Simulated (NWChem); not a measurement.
CH₅ClO₂Si; SMILES C[Si](O)(O)Cl

```xyz
10

C      1.6904     1.0797    -0.2610
Si    -0.0152     0.4140    -0.0322
O     -1.0768     0.8293    -1.2324
O     -0.5832     0.9824     1.4046
Cl     0.0542    -1.6698    -0.0201
H      1.6614     2.1788    -0.3136
H      2.3319     0.7895     0.5842
H      2.1413     0.6964    -1.1880
H     -1.2824     0.1522    -1.8829
H     -1.5142     0.8286     1.5920
```
Atoms are numbered in this order, from 1.

All runs: NWChem. Pople sets run with spherical d functions. The geometry was optimised at PBE0/def2-SVP. Level: M05-2X/6-31G* with SMD (1 M gas to 1 M solution), gas-phase geometry. Reactions with the solvent are ignored.

```tsv
solvent	dielectric constant	solvation free energy (kcal/mol)	cavity-dispersion-structure term (kcal/mol)	dipole in solution (D)
water	78.4	(withheld)	(withheld)	1.50
diethyl ether	4.24	-7.1	-2.5	1.39
ethyl acetate	5.99	-7.1	-2.1	1.40
cyclohexanone	15.6	-7.2	-1.5	1.43
benzene	2.27	-5.6	-2.3	1.33
ethanol	24.9	-11.1	0.2	1.49
2-propanol	19.3	-11.0	-0.3	1.48
```

**Question.** Fill in the missing entries.

**Answer.** 
- water, solvation free energy (kcal/mol): -9.2
- water, cavity-dispersion-structure term (kcal/mol): 3.0
